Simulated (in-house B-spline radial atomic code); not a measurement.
Inner levels of europium as electrons are removed. A shift is the extra binding of the orbital against the neutral atom ([Xe] 4f5/2(6) 4f7/2(1) 6s2). The density at the nucleus is averaged over the nuclear charge. Computed with a radial B-spline atomic code at the basis-set limit: Dirac-Hartree-Fock, jj configuration that fills j = l - 1/2 first, finite nuclei.

A number in brackets counts the electrons of a j subshell.

```tsv
ion	configuration	shift of 2s1/2 (eV)	shift of 3s1/2 (eV)	shift of 1s1/2 (eV)	radius of 2s1/2 (bohr)	radius of 3s1/2 (bohr)	radius of 1s1/2 (bohr)	Σ<r²> (bohr²)	change of density at nucleus (bohr⁻³)
Eu33+	[Ar] 3d10 4s2	1280.13	1210.55	1309.44	0.094299	0.24416	0.022312	1.7406	1279.69
Eu34+	[Ar] 3d10 4s1	1343.04	1266.76	1377.71	0.094294	0.24421	0.022312	1.4531	-682.38
Eu35+	[Ar] 3d10	1406.72	1323.56	1446.94	0.094287	0.244	0.022311	1.1727	-2710.51
Eu36+	[Ar] 3d3/2(4) 3d5/2(5)	1529.84	1417.84	1573.3	0.094222	0.24262	0.022311	1.0984	-2453.3
Eu37+	[Ar] 3d3/2(4) 3d5/2(4)	1655.03	1513.31	1702.01	0.094154	0.24124	0.022312	1.027	-2189.07
Eu38+	[Ar] 3d3/2(4) 3d5/2(3)	?	?	?	?	?	?	?	?
Eu39+	[Ar] 3d3/2(4) 3d5/2(2)	1911.56	1707.77	1966.51	0.094009	0.23851	0.022312	0.89175	-1639.52
Eu40+	[Ar] 3d3/2(4) 3d5/2(1)	2042.87	1806.76	2102.28	0.093932	0.23715	0.022313	0.82778	-1354.19
Eu41+	[Ar] 3d3/2(4)	2176.2	1906.91	2240.4	0.093852	0.23581	0.022313	0.76608	-1061.79
Eu42+	[Ar] 3d3/2(3)	2313.67	2008.9	2383.75	0.093763	0.23444	0.022313	0.70784	-749.07
Eu43+	[Ar] 3d3/2(2)	2453.17	2112.07	2529.52	0.093672	0.23308	0.022313	0.65163	-428.86
Eu44+	[Ar] 3d3/2(1)	2594.71	2216.39	2677.72	0.093577	0.23173	0.022314	0.59736	-101.14
Eu45+	[Ne] 3s2 3p6	2738.27	2321.88	2828.36	0.093479	0.23039	0.022314	0.54496	234.12
Eu46+	[Ne] 3s2 3p1/2(2) 3p3/2(3)	2869.66	2415.09	2980.24	0.09338	0.22937	0.022311	0.48002	602.92
Eu47+	[Ne] 3s2 3p1/2(2) 3p3/2(2)	?	?	?	?	?	?	?	?
Eu48+	[Ne] 3s2 3p1/2(2) 3p3/2(1)	3136.49	2603.8	3289.62	0.093176	0.22734	0.022306	0.35456	1359.49
Eu49+	[Ne] 3s2 3p1/2(2)	3271.93	2699.32	3447.13	0.093072	0.22635	0.022303	0.29396	1747.29
Eu50+	[Ne] 3s2 3p1/2(1)	?	?	?	?	?	?	?	?
Eu51+	[Ne] 3s2	3556.69	2897.28	3787.77	0.092823	0.22429	0.022295	0.18554	1870.75
```

Task: Fill in the row of Eu38+.

Result: shift of 2s1/2 (eV): 1782.27; shift of 3s1/2 (eV): 1609.95; shift of 1s1/2 (eV): 1833.09; radius of 2s1/2 (bohr): 0.094083; radius of 3s1/2 (bohr): 0.23987; radius of 1s1/2 (bohr): 0.022312; Σ<r²> (bohr²): 0.9581; change of density at nucleus (bohr⁻³): -1917.81.

Task: Fill in the row of Eu47+.

Result: shift of 2s1/2 (eV): 3002.4; shift of 3s1/2 (eV): 2509.06; shift of 1s1/2 (eV): 3133.99; radius of 2s1/2 (bohr): 0.093279; radius of 3s1/2 (bohr): 0.22835; radius of 1s1/2 (bohr): 0.022308; Σ<r²> (bohr²): 0.41657; change of density at nucleus (bohr⁻³): 978.04.

Task: Fill in the row of Eu50+.

Result: shift of 2s1/2 (eV): 3413.59; shift of 3s1/2 (eV): 2797.89; shift of 1s1/2 (eV): 3616.38; radius of 2s1/2 (bohr): 0.092948; radius of 3s1/2 (bohr): 0.22532; radius of 1s1/2 (bohr): 0.022299; Σ<r²> (bohr²): 0.2391; change of density at nucleus (bohr⁻³): 1810.94.
